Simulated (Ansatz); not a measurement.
The cluster Tl₄H₅⁻. Charge -1, multiplicity 1. Geometry B3LYP-D4/def2-SVPD; atoms count from 1.

```
atom    x (Å)    y (Å)    z (Å)
 Tl1  -2.4622  -0.3860   1.7046
 Tl2   0.4237  -0.2979  -0.3602
 Tl3   2.5112  -1.7957  -2.1293
 Tl4  -0.7641   2.6928   1.0432
  H5   1.2610   0.0403  -2.2323
  H6   0.5074  -2.1765  -1.2008
  H7  -2.7404   1.5851   0.5362
  H8  -1.1646   1.1977   2.7708
  H9   2.4280  -0.8597  -0.1323
```

In the def2 sets Tl takes a core potential; there is no spin–orbit coupling. Another isomer (singlet) lies 0.46 eV lower at PBE0-D4/def2-TZVPD; other spin states weren't run for this one.

Estimate the Mulliken populations from the PBE0/def2-TZVPD orbitals of Ansatz.


```csv
atom,charge (e)
Tl1,0.00
Tl2,0.04
Tl3,0.02
Tl4,-0.01
H5,-0.18
H6,-0.18
H7,-0.26
H8,-0.26
H9,-0.18
```
Mulliken values and Mayer orders depend strongly on the basis. With diffuse functions, as here, like atoms can get unlike values, and bond orders can come out too low or too high.

And the Mayer bond orders between bonded heavy atoms (over 0.3)?

Tl2–Tl3 0.35 (3.12 Å). Values over 0.3 also appear between atoms too far apart for a bond (Tl1–Tl4 0.36 at 3.58 Å); they arise where an orbital or an unpaired electron spreads over both atoms.
